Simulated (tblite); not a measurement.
CdI$_{2}$, charge +1, doublet, geometry from GFN2-xTB (such geometries of metal compounds can be far from the true shape) (a state made from the parent by changing its charge; the spin is typed, not shown lowest); GFN1-xTB in tblite.

tblite was given this input:
```
$ tblite run mol.xyz --method gfn1 --charge 1 --spin 1 --etemp 2000 --json tblite.json --no-restart

# file mol.xyz
3

Cd    -0.02135930     0.00986032     0.01528230
I     -0.24305620     2.07466686    -1.70162621
I      0.26240047    -2.08359696     1.68778564
```

The log (banner, timings and long lists left out):

```
xTB calculator
 | screened Coulomb repulsion
 | Coulomb electrostatics
 |  * isotropic Klopman-Ohno-Mataga-Nishimoto electrostatics
 |  * onsite third-order electrostatics
 | DFT-D3(BJ) dispersion correction

halogen bonding energy    0.0000000000000E+00 Eh
repulsion energy          1.2116608113466E-02 Eh
dispersion energy        -1.2946026460171E-03 Eh
number of electrons       1.5000000000000E+01 e
integral cutoff           4.0000000000000E+01 bohr

------------------------------------------------------------
  cycle        total energy    energy error   density error
------------------------------------------------------------
      1     -8.257935397361  -8.2687574E+00   3.9985246E-01
      2     -8.331922513302  -7.3987116E-02   1.4474885E-01
      3     -8.332566989419  -6.4447612E-04   8.2964704E-02
      4     -8.332596104988  -2.9115568E-05   1.0231298E-02
      5     -8.332687503133  -9.1398145E-05   1.0452323E-03
      6     -8.332688471394  -9.6826076E-07   1.4242891E-04
      7     -8.332688477902  -6.5083068E-09   1.0936639E-04
      8     -8.332688490679  -1.2777157E-08   1.8847595E-05
------------------------------------------------------------

electronic energy        -8.3435104961465E+00 Eh
total energy             -8.3326884906790E+00 Eh

Post processing:
 | Mayer-Wiberg bond orders

[Info] JSON dump of results written to 'tblite.json'
```
